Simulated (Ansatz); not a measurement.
Reaction (formal exchange of groups at a Ge–Ge bond): `[SiH3][GeH2][GeH2][GeH3]` + `[SiH3][SiH2][GeH3]` → `[SiH3][SiH2][GeH2][GeH2][GeH2][SiH3]` + GeH₄

Isolated molecules relaxed with PBE0-D4/def2-TZVP in Ansatz; ΔE leaves out vibrations. CCSD(T)/CBS is the MP2 limit (def2-TZVPP, def2-QZVPP) plus CCSD(T) − MP2 in def2-TZVPP, frozen cores. DFT in def2-TZVPP. For Ge outer-core shells are correlated without core-valence functions, which leaves a few kJ/mol of doubt a bond. Scalar relativity is left out up to krypton. One conformer a species, not always the lowest.

`[SiH3][GeH2][GeH2][GeH3]`:

Cartesian coordinates in Å:
```
Si 0.377 -2.390 -0.078
Ge -1.443 -0.860 -0.020
Ge -0.690 1.339 -0.716
Ge 1.214 2.016 0.621
H -0.053 -3.758 0.315
H 0.945 -2.438 -1.451
H 1.435 -1.929 0.859
H -1.995 -0.760 1.415
H -2.586 -1.344 -0.932
H -1.826 2.368 -0.572
H -0.279 1.290 -2.200
H 0.850 1.962 2.114
H 2.389 1.056 0.372
H 1.661 3.446 0.274
```

`[SiH3][SiH2][GeH3]`:

Z-matrix (Å, degrees):
```
Si
Si 1 2.337
H 1 1.488 2 109.7
H 1 1.488 2 111.3 3 120.4
H 1 1.488 2 109.7 3 -119.2
Ge 2 2.380 1 110.4 3 59.6
H 2 1.490 1 109.9 3 -179.8
H 2 1.490 1 109.9 3 -61.0
H 6 1.538 2 110.2 1 -59.7
H 6 1.538 2 110.2 1 59.6
H 6 1.538 2 111.3 1 179.9
```

`[SiH3][SiH2][GeH2][GeH2][GeH2][SiH3]`:

Z-matrix (Å, degrees):
```
Si
Si 1 2.338
H 1 1.488 2 110.2
H 1 1.487 2 109.8 3 119.9
H 1 1.487 2 110.9 3 -120.0
Ge 2 2.383 1 112.4 3 -175.6
H 2 1.490 1 108.4 3 -54.6
H 2 1.490 1 109.7 3 63.0
Ge 6 2.427 2 111.0 1 -81.1
H 6 1.540 2 109.7 1 39.6
H 6 1.541 2 109.9 1 157.7
Ge 9 2.426 6 110.0 2 51.5
H 9 1.541 6 109.7 2 172.1
H 9 1.540 6 109.2 2 -69.7
Si 12 2.379 9 109.3 6 52.2
H 12 1.540 9 108.4 6 -68.4
H 12 1.540 9 110.4 6 173.8
H 15 1.487 12 109.2 9 73.1
H 15 1.487 12 109.6 9 -45.5
H 15 1.486 12 111.7 9 -166.2
```

GeH₄:

```xyz
5

Ge    0.000    0.000    0.000
H     1.343   -0.116   -0.731
H    -0.429    1.472    0.050
H     0.148   -0.539    1.429
H    -1.062   -0.817   -0.748
```

| level | ΔE (kJ/mol) | difference from CCSD(T)/CBS |
| --- | --- | --- |
| revPBE-D4 | -12.5 | -0.2 |
| B2PLYP | -3.4 | 8.9 |
| BLYP | 6.1 | 18.4 |
| r2SCAN | -5.1 | 7.2 |
| r2SCAN0 | -5.1 | 7.2 |
| RPA@PBE/def2-TZVPP | -11.3 | 1.0 |
| HF/def2-SVP | 2.9 | 15.2 |
| MP2/def2-SVP | -14.3 | -2.0 |
| HF/def2-TZVPP | 5.4 | 17.7 |
| CCSD/CBS(def2) | -9.2 | 3.1 |
| CCSD(T)/CBS | -12.3 | 0 |

Largest T1 diagnostic among the species: 0.013.

Leaving LDA and LC-ωPBE aside and taking each functional with its dispersion term where it has one, the values, not all of them listed here, spread over 10.4 kJ/mol, from BHLYP-D4 to B2PLYP. LDA lies −10.0 kJ/mol from PBE without D4. In def2-TZVPP, CCSD(T) changes the Hartree–Fock value by −17.1 kJ/mol (the triples alone add −3.1 kJ/mol) and MP2 by −19.8 kJ/mol.
